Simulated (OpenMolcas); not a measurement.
**Worked example: vertical energy of the triplet above the singlet of C2H5InO (SMILES C[C](=O)[InH2])**

C2H5InO has 9 atoms, charge 0, and is taken as a singlet. As SMILES, `C[C](=O)[InH2]`. The shape is that of a PBE0-D4/def2-TZVP optimisation.

```xyz
9

C     0.3444    1.1880   -0.8391
C     0.6070   -0.0871   -0.0962
O     1.7058   -0.5903   -0.0516
In   -0.8478   -1.3048    1.0388
H     1.2553    1.5655   -1.3098
H    -0.4272    1.0111   -1.5951
H    -0.0587    1.9316   -0.1443
H    -1.5998   -2.6447    0.2546
H    -0.9789   -1.0694    2.7426
```

Both states at this one shape; open shells run unrestricted unless said. 1 Eh = 27.2114 eV.

```
                           level     program  singlet C2H5InO (Eh)  triplet C2H5InO (Eh)
   PBE/def2-SVP (core potential)  OpenMolcas           -344.220585           -344.124158
 M06-L/def2-SVP (core potential)  OpenMolcas           -344.528274           -344.423541
r2SCAN/def2-SVP (core potential)  OpenMolcas           -344.386928           -344.289744
 BHLYP/def2-SVP (core potential)  OpenMolcas           -344.231845           -344.129277
```

Question: Work out the vertical gap, second state less first, at each level.

Answer: 
1. PBE/def2-SVP (core potential): -344.124158 − (-344.220585) = 0.096427 Eh = 2.62 eV.
2. M06-L/def2-SVP (core potential): -344.423541 − (-344.528274) = 0.104733 Eh = 2.85 eV.
3. r2SCAN/def2-SVP (core potential): -344.289744 − (-344.386928) = 0.097184 Eh = 2.64 eV.
4. BHLYP/def2-SVP (core potential): -344.129277 − (-344.231845) = 0.102568 Eh = 2.79 eV.

No measured value is set beside it here; the levels span 2.62 to 2.85 eV. Spin-orbit coupling, which splits open shells on such heavy atoms by tenths of an eV, is left out.
